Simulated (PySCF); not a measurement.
Compound: CH6ClGeP.
SMILES with atom numbers: `[CH3:1][Ge@@H:2]([PH2:3])[Cl:4]` (hydrogens: H5, H6, H7 on C1; H8 on Ge2; H9, H10 on P3)

Computed, not measured: PBE0-D3(BJ)/def2-SVP geometry optimisation, gas phase (PySCF 2.14.0).

Task: List the bond lengths and angles at this level.

Result: 
```
               bond  length (Å)   order
             C1–Ge2       1.943  single
             Ge2–P3       2.320  single
            Ge2–Cl4       2.175  single
C1–H5, C1–H6, C1–H7       1.100  single
             Ge2–H8       1.540  single
      P3–H9, P3–H10       1.431  single
```

Bonds in one row agree within 0.01 Å and their mean is given. Orders are formal, as drawn. A selection of angles:
```
     angle  degrees
 Ge2–C1–H5    109.9
  H5–C1–H6    109.0
 C1–Ge2–P3    114.7
C1–Ge2–Cl4    106.4
 C1–Ge2–H8    112.7
P3–Ge2–Cl4    106.1
 P3–Ge2–H8    110.0
Cl4–Ge2–H8    106.3
 Ge2–P3–H9     91.9
 H9–P3–H10     93.0
```

P3 (three-coordinate phosphorus) is pyramidal (angles 93.0°, 92.4° and 91.9°, sum 277.3°, 0.89 Å off the plane of its three neighbours). Ge2 (germanium bonded to C, Cl, P and H) is distorted tetrahedral (angles from 106.1° to 114.7°).

Point group: C1 (no symmetry element, even within 0.4 Å). No frequency check. One conformer, not necessarily the lowest (C1–Ge2–P3–H -52° and 41°).
